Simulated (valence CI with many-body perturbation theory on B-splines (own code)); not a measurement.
## Level structure of Ta III

Calculated by relativistic CI+MBPT: three valence electrons over a frozen Dirac-Fock core [Xe] 4f14, radial functions for each j: 7 s, 7 p, 8 d, 6 f, 4 g, 1 h, with the one-electron correlation potential Σ1, the two-electron term Σ2, the three-electron term Σ3, Breit, model QED; selected CI, second order for the rest, scaled by the run's own slope (own B-spline code, finite nucleus).

No measured spectrum was set against this ion. As an estimate, terms of the open shell hold to 2 to 4 % of their energy, and close levels can change places; different configurations can be misplaced against each other by 1,000 to 8,000 cm⁻¹.

Levels 91 to 135 of 240, with energies above the lowest level, 5d3 4F_3/2. "Leading %" is the weight of the configuration and term that name the level; weights of strongly mixed levels are sums over their largest components and can fall short. In the jj column 3d3/2^4 stands for four electrons in 3d with j = 3/2. Lifetimes count E1, E2, E3, M1 and M2 decay at the calculated energies, and are blank where another channel may lead or the interval is too uncertain; long ones can be off by a factor of two.

```csv
No.,Configuration,Term,J,E (cm⁻¹),Leading %,Lifetime,Leading jj
91,5d.6s.6p,4F°,9/2,82064,96,2.09 ns,5d5/2 6s 6p3/2 (96 %)
92,5d.6s.6p,2D°,3/2,83602,42,876 ps,5d5/2 6s 6p1/2 (35 %)
93,5d.6s.6p,2F°,5/2,85275,28,973 ps,5d5/2 6s 6p1/2 (39 %)
94,5d2.6p,2P°,1/2,86556,60,1.36 ns,5d5/2^2 6p1/2 (27 %)
95,5d.6s.6p,2P°,3/2,88861,38,2.00 ns,5d5/2 6s 6p3/2 (55 %)
96,5d.6s.6p,2F°,5/2,90241,48,820 ps,5d5/2 6s 6p3/2 (49 %)
97,5d.6s.6p,2F°,7/2,91681,78,723 ps,5d5/2 6s 6p3/2 (44 %)
98,5d.6s.6p,2P°,1/2,93543,58,1.15 ns,5d5/2 6s 6p3/2 (59 %)
99,5d2.6p,2P°,3/2,93928,44,655 ps,5d5/2^2 6p3/2 (34 %)
100,5d.6s.6p,2D°,3/2,97830,61,341 ps,5d3/2 6s 6p3/2 (51 %)
101,5d.6s.6p,2F°,5/2,98332,65,345 ps,5d3/2 6s 6p3/2 (60 %)
102,5d.6s.6p,2D°,5/2,102477,69,284 ps,5d5/2 6s 6p3/2 (65 %)
103,5d.6s.6p,2P°,1/2,103778,68,390 ps,5d3/2 6s 6p3/2 (51 %)
104,5d.6s.6p,2F°,7/2,103795,79,384 ps,5d5/2 6s 6p3/2 (66 %)
105,5d2.7s,4F,3/2,107235,89,935 ps,5d3/2^2 7s (87 %)
106,5d2.7s,4F,5/2,107830,53,949 ps,5d3/2^2 7s (85 %)
107,5d.6s.6p,2P°,3/2,108824,62,329 ps,5d5/2 6s 6p3/2 (44 %)
108,6s2.6p,2P°,1/2,110492,65,480 ps,6s^2 6p1/2 (65 %)
109,5d2.6d,4G,5/2,110573,56,758 ps,5d3/2^2 6d3/2 (84 %)
110,5d2.6d,4D,1/2,110998,46,805 ps,5d3/2^2 6d3/2 (86 %)
111,5d2.6d,4H,7/2,111004,74,725 ps,5d3/2^2 6d3/2 (86 %)
112,5d2.7s,4F,7/2,111847,82,936 ps,5d3/2 5d5/2 7s (96 %)
113,5d2.7s,2F,5/2,112261,52,950 ps,5d3/2 5d5/2 7s (89 %)
114,5d2.6d,2F,5/2,112628,26,923 ps,5d3/2^2 6d5/2 (75 %)
115,5d2.6d,4D,3/2,112771,65,938 ps,5d3/2^2 6d5/2 (77 %)
116,5d2.6d,4G,7/2,112855,62,880 ps,5d3/2^2 6d5/2 (70 %)
117,5d2.6d,4P,1/2,113106,54,1.01 ns,5d3/2^2 6d5/2 (77 %)
118,5d2.6d,4H,9/2,113128,60,845 ps,5d3/2^2 6d5/2 (73 %)
119,5d2.6d,4F,3/2,114369,42,1.33 ns,5d3/2^2 6d3/2 (67 %)
120,5d2.6d,2F,7/2,115315,41,793 ps,5d3/2 5d5/2 6d3/2 (87 %)
121,5d2.7s,4F,9/2,115556,91,922 ps,5d5/2^2 7s (57 %)
122,5d2.6d,4D,5/2,116187,47,930 ps,5d3/2 5d5/2 6d5/2 (93 %)
123,5d2.6d,4G,9/2,116270,57,803 ps,5d3/2 5d5/2 6d3/2 (51 %)
124,5d2.7s,2F,7/2,116531,74,941 ps,5d5/2^2 7s (52 %)
125,5d2.6d,4P,3/2,116590,33,962 ps,5d3/2 5d5/2 6d3/2 (80 %)
126,5d2.6d,4H,11/2,116714,73,852 ps,5d3/2 5d5/2 6d5/2 (93 %)
127,5d2.6d,2P,1/2,117076,43,975 ps,5d3/2 5d5/2 6d5/2 (88 %)
128,5d2.6d,4F,5/2,117780,45,1.09 ns,5d3/2 5d5/2 6d3/2 (61 %)
129,5d2.6d,2H,9/2,117809,70,913 ps,5d3/2 5d5/2 6d5/2 (50 %)
130,5d2.6d,4D,7/2,118016,42,900 ps,5d3/2 5d5/2 6d5/2 (80 %)
131,5d2.7s,2D,3/2,118135,46,912 ps,5d3/2 5d5/2 7s (59 %)
132,5d2.7s,2D,5/2,118160,43,937 ps,5d3/2 5d5/2 7s (55 %)
133,6s2.6p,2P°,3/2,118223,73,506 ps,6s^2 6p3/2 (73 %)
134,5d2.6d,2D,3/2,118748,40,998 ps,5d3/2 5d5/2 6d5/2 (66 %)
135,5d2.7s,4P,1/2,119312,71,959 ps,5d3/2^2 7s (70 %)
```

Names give the largest LS component (configuration and term), which can be under half, so a name can repeat, a term be missing and a line seem to break the LS rules; names also repeat where a configuration has a term twice.

Where two levels of one J and parity lie close, their mixing, g and order are uncertain.
